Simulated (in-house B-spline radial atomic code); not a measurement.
A fraction x of an electron is removed from 4p in Nb VI (Nb5+), starting from [Ar] 3d10 4s2 4p6 and keeping the highest spin. Level of theory: non-relativistic LC-wPBE, spin-polarised, spherical fractional occupations, point nucleus; calculated with a radial B-spline atomic code at the basis-set limit.

Caution: exact exchange at fractional occupations of open shells leaves self-interaction of up to several eV.

| x | E(x) - E(0) (eV) | 4p down level (eV) |
| --- | --- | --- |
| 0 | 0.0000 | -98.914 |
| 0.05 | 4.9623 | -99.579 |
| 0.2 | 20.0492 | -101.580 |
| 0.32 | 32.3351 | -103.187 |
| 0.46 | 46.9130 | -105.068 |
| 0.5 | 51.1265 | -105.607 |
| 0.55 | 56.4237 | -106.281 |
| 0.65 | 67.1194 | -107.633 |
| 0.76 | 79.0410 | -109.123 |
| 0.89 | 93.3418 | -110.889 |
| 1 | 105.6222 | -112.388 |

The exact functional would give a straight line between the two integer points. Deviations E(x) - E(0) - x[E(1) - E(0)], in eV: -0.319 at x = 0.05, -1.075 at x = 0.2, -1.464 at x = 0.32, -1.673 at x = 0.46, -1.685 at x = 0.5, -1.669 at x = 0.55, -1.535 at x = 0.65, -1.232 at x = 0.76, -0.662 at x = 0.89.

The curve lies below the straight line by up to 1.685 eV (at x = 0.5): convex, the delocalisation error, to which spherically averaged exact exchange adds.

Task: How well does Slater's transition state (minus the level at half occupation) give the ionisation energy?

Result: It gives 105.607 eV against 105.622 eV from the two total energies; NIST lists 102.07 eV, ground level to ground level. The end point has an open shell averaged over its orbitals, so its exact exchange keeps a self-interaction and this is no true integer point.
